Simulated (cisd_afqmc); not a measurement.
Input (AFQMC/CISD/def2-SVP; cisd_afqmc is a phaseless AFQMC code with CISD trial states that reads the integrals written by Ansatz):

Ansatz 0.2 input:
```python
import cisd_afqmc

open("ham.yaml", "w").write("""\
crystal:
  periodic: [false, false, false]
  atoms:
    - {symbol: Zr, position_ang: [-0.00000000, -0.00000000, -0.28629840]}
    - {symbol: O, position_ang: [0.00000000, 0.00000000, 1.43149202]}
basis:
  gaussian:
    orbitals: def2-SVP
magnetization: {spin_polarized: false}
correlation: {method: ccsd, electrons: outside_noble_gas, hamiltonian_folder: ham}
""")
rep = cisd_afqmc.ansatz("ham.yaml")
e_ccsd = rep["correlation"]["coupled_cluster"]["energy"]["hartree"]
out = cisd_afqmc.run("ham", e_ccsd, trial="CISD", walkers=200, populations=8, threads=8, dt=0.005, steps=40, early=36, settle=10, least=32,
    cut=5e-5, rank_cut=2e-4, target=0.0004, seconds=1500, seed=1, memory=17280, gpu=False)
```

Output:

```
orbitals 40, occupied [5], factors 228 of 456, rank of the doubles 102 of 175
E(HF) = -121.279338
E(CCSD) on the cut factors = -121.569203, shift to the whole factors -0.000002
Energy of the trial state on the determinant = -121.569137
  tau behind 10.8 of longer steps, mean of the populations' last blocks
   2.0  -121.58851
   4.0  -121.59033
   6.0  -121.58796
   8.0  -121.58884
  10.0  -121.59074
  12.0  -121.58918
  14.0  -121.58506
  16.0  -121.58665
  18.0  -121.58641
  20.0  -121.58893
  22.0  -121.58646
  24.0  -121.59141
  26.0  -121.58954
  28.0  -121.58893
  30.0  -121.59064
  32.0  -121.58737
  34.0  -121.58526
  36.0  -121.58618
  38.0  -121.58635
  40.0  -121.58569
blocks 1605 (3 outliers left out), error by blocks joined: 1: 0.00021, 2: 0.00026, 4: 0.00032, 8: 0.00038, 16: 0.00040
E(AFQMC/CISD) = -121.58794 +/- 0.00040
```
